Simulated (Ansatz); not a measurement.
BCl2(OH) (BCl₂OH). Charge 0, multiplicity 1. Geometry PBE0-D4/def2-TZVP; atoms count from 1.

```tsv
atom	x (Å)	y (Å)	z (Å)
B1	0.202	0.112	0.210
Cl2	0.836	0.226	1.832
Cl3	0.952	1.033	-1.090
O4	-0.853	-0.683	-0.016
H5	-1.137	-0.688	-0.935
```

Question: Estimate the Mulliken populations from the PBE0/def2-TZVP orbitals of Ansatz.

Answer: 
```tsv
atom	charge (e)
B1	0.28
Cl2	-0.13
Cl3	-0.14
O4	-0.36
H5	0.34
```
Mulliken values and Mayer orders depend strongly on the basis.

Question: And the Mayer bond orders between bonded heavy atoms (over 0.3)?

Answer: B1–Cl2 1.28 (1.75 Å); B1–Cl3 1.24 (1.76 Å); B1–O4 1.43 (1.34 Å).
